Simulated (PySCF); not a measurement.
# Property card for `[SiH3]C#Cc1ccc[n-]1`

Species: C6H6NSi (charge -1).
Structure used (GFN2-xTB), in Å, numbered top down from 1:
```xyz
14
C6H6NSi angstrom
Si    -3.5898   -0.3196    0.1517
C     -1.8028   -0.0945   -0.0020
C     -0.5940    0.0612   -0.1037
C      0.7823    0.2007   -0.1811
C      1.7217   -0.4754    0.6226
C      2.9663   -0.0313    0.2004
C      2.7111    0.8816   -0.8261
N      1.4113    1.0320   -1.0671
H     -4.0175   -1.7300   -0.0188
H     -4.1226    0.0855    1.4762
H     -4.3378    0.4656   -0.8535
H      1.4967   -1.1895    1.4008
H      3.9350   -0.3254    0.5810
H      3.4394    1.4387   -1.4024
```

Structural features include: alkyne, Si–H bond and C–Si bond.

**GFN2-xTB geometry**

```
Rotational constants A, B, C of the GFN2-xTB geometry : 8.468, 0.661, 0.617 GHz
```

**PBE0/pcSseg-1 ground state and GIAO shieldings, non-relativistic (PySCF)**

```
HOMO energy                                                 : -1.06 eV
LUMO energy                                                 : 3.81 eV
HOMO–LUMO gap                                               : 4.87 eV
Lowest Hirshfeld atomic charge                              : -0.27 e on N8
Highest Hirshfeld atomic charge                             : +0.26 e on Si1
13C chemical shifts (computed TMS as zero) by class         : 136.4 (C3), 135.2 (C7), 123.3 (C5), 120.5 (C4), 106.1 (C6), 67.7 (C2) ppm
1H chemical shifts (computed TMS as zero) by class          : 6.76 (H14), 6.71 (H12), 5.77 (H13), 4.52 (H9/H10/H11) ppm
Isotropic shieldings of nuclei other than C and H, by class : -58 (N8), 459 (Si1) ppm
Mayer bond orders between heavy atoms                       : Si1–C2 1.18, C2–C3 2.05, C3–C4 1.10, C4–C5 1.28, C5–C6 1.45, C6–C7 1.34, C7–N8 1.54, N8–C4 1.35
```

Monoisotopic mass of the ion (most abundant isotopes, electron mass counted): 120.0275 u.

With B = h/(8π²I), that is 505.379 GHz u Å² over I, the principal moments of inertia are 59.7, 764.4 and 818.5 u Å² (most abundant isotopes). The rotational constants make it an asymmetric top with κ = (2B − A − C)/(A − C) = -0.99, nearer the prolate limit (−1).

Isolated species at its GFN2-xTB geometry, gas phase. NMR classes are plain means over equivalent atoms (diastereotopic ones count apart unless rotation or inversion swaps them), as if these changed places fast; in this geometry the members of some classes differ. No diffuse functions stand in pcSseg-1, which bears on an anion's orbital energies.
